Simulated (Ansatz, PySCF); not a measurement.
Gas-phase reaction in SMILES: C[Si](C)(C)N -> C[Si](C)N + [CH3] (CH3) (the C-Si bond at the site shown breaks; other sites are not compared here)
Structures are relaxed separately at B3LYP-D3(BJ)/def2-TZVP in Ansatz (an electronic-structure program), one conformer each, not searched for the lowest.

Property: bond dissociation energy (0 K, with B3LYP-D3(BJ) harmonic zero-point energies from PySCF), in kJ/mol. Cores are frozen in the correlated levels unless marked. UHF or UKS for open shells. No spin-orbit coupling. Non-relativistic. CBS marks a two-point X^-3 extrapolation of the correlation energy; Hartree-Fock from the larger set.

CCSD(T)/CBS(cc-pV(T+d)Z,cc-pV(Q+d)Z) (Ansatz) gives 381.2 kJ/mol.

Task: Another calculation gave 370.5 kJ/mol. Which level was it?
A) CAM-B3LYP/def2-TZVPD (Ansatz)
B) revPBE/def2-TZVPD (Ansatz)
C) r2SCAN/def2-TZVPD (Ansatz)
D) B97M-V/def2-TZVPD (Ansatz)

Result: D, B97M-V/def2-TZVPD (Ansatz). The others give 357.2 (CAM-B3LYP), 327.1 (revPBE), 342.6 (r2SCAN) kJ/mol.
